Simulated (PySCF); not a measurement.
Telling isomers of C₇H₁₆N₂Si apart by NMR

- structure optimised with PBE0-D3(BJ)/def2-SVP
- shielding tensors at PBE0/pcSseg-1 (GIAO)
- run in PySCF 2.14
- non-relativistic Hamiltonian, equivalent nuclei averaged, one conformer, no solvent model

δ = σ(ref) − σ, references computed at the same level: TMS for ¹H (σ = 31.27 ppm), ¹³C (σ = 184.41 ppm). Where no couplings were computed, multiplicities follow the n + 1 count of equivalent neighbours, and m marks all less simple cases (inequivalent or close neighbours, rings, F or P nearby). Shifts are as computed. Against solution values, carbons near 30 ppm lie about +2 ppm off and those near 130 ppm about +5 ppm. Of 1309 compounds with measured shifts, 239 miss one by over three times the rms of a fit or turn the order of signals round; such compounds aren't used in these exercises.

(1) Tabulate the signals of `CC(C)C1=NN(C)C[C@H]1[SiH3]`, `CC(C)C1=NN([SiH3])C[C@@H]1C` and their relative energies.

(2) What is the quickest way to tell CC(C)C1=NN(C)C[C@H]1[SiH3] from CC(C)C1=NN([SiH3])C[C@@H]1C?

Results:

(1) 
```json
{"SMILES": "CC(C)C1=NN(C)C[C@H]1[SiH3]", "carbon types": "1×C 2×CH 1×CH2 3×CH3", "δC": "157.8, 61.3, 41.8, 31.3, 31.0, 23.2, 20.7", "δH": "3.83 (d, 3H), 3.14 (m, 1H), 2.67 (s, 3H), 2.60 (m, 1H), 2.34 (m, 1H), 2.24 (m, 1H), 1.20 (d, 3H), 1.07 (d, 3H)", "E rel. (kcal/mol)": "12.3"}
{"SMILES": "CC(C)C1=NN([SiH3])C[C@@H]1C", "carbon types": "1×C 2×CH 1×CH2 3×CH3", "δC": "165.3, 57.8, 46.8, 30.8, 27.0, 24.1, 19.7", "δH": "4.72 (s, 3H), 3.34 (m, 1H), 3.06 (m, 1H), 2.48 (m, 1H), 2.15 (m, 1H), 1.23 (d, 3H), 1.20 (d, 3H), 1.02 (d, 3H)", "E rel. (kcal/mol)": "0.0"}
```

Energies are electronic energies at PBE0/pcSseg-1 on these geometries, without zero-point or thermal terms, each for the one conformer computed, which needn't be the lowest.

(2) Both give the same number of carbon signals, with the same numbers of each carbon type, so the positions decide. The first has a methyl carbon bonded to N (CH3) at 41.8 ppm, the second an sp3 CH in a ring at 46.8 ppm. Their most deshielded carbons lie at 157.8 and 165.3 ppm. In the proton spectra the most deshielded non-exchanging signals are 3.83 (d, 3H) and 4.72 (s, 3H).
